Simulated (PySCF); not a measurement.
GeH₃F, SMILES [F][GeH3]. Geometry: PBE0-D3(BJ)/def2-TZVP.

Computed equilibrium geometry at PBE0-D3(BJ)/def2-TZVP (PySCF confirms it by a frequency run) as Cartesian coordinates in Å, and its point group:
point group C3v.
```xyz
5

Ge     0.0000     0.0000    -0.3271
F      0.0000     0.0000     1.4149
H      1.2747    -0.7360    -0.7559
H      0.0000     1.4719    -0.7559
H     -1.2747    -0.7360    -0.7559
```
